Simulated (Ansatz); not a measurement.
GeSb2. The state is a singlet with charge 0. Geometry PBE-D4/def2-TZVP, basis def2-TZVP, Ansatz.

```xyz
3

Sb    0.040    1.093    1.090
Sb   -0.781   -1.315    0.214
Ge    0.741    0.222   -1.304
```

```tsv
run	HOMO (eV)	LUMO (eV)
A	-6.13	-3.26
B	-5.49	-3.91
C	-5.25	-3.87
D	-5.43	-4.09
```

In the def2 sets Sb takes a core potential; there is no spin–orbit coupling. The structure comes from a short search, and lower isomers may exist.

The runs used LDA (SPW92), PBE, PBE0, r2SCAN. Estimate which is which.

A PBE0 (25 % exact exchange); B r2SCAN (0 % exact exchange); C PBE (0 % exact exchange); D LDA (SPW92) (0 % exact exchange). Exact exchange lowers occupied and raises empty levels; among semilocal functionals meta-GGAs tend to open the gap a little, and such runs are hard to tell apart. The gap grows from 1.34 eV (LDA (SPW92)) to 2.87 eV (PBE0).
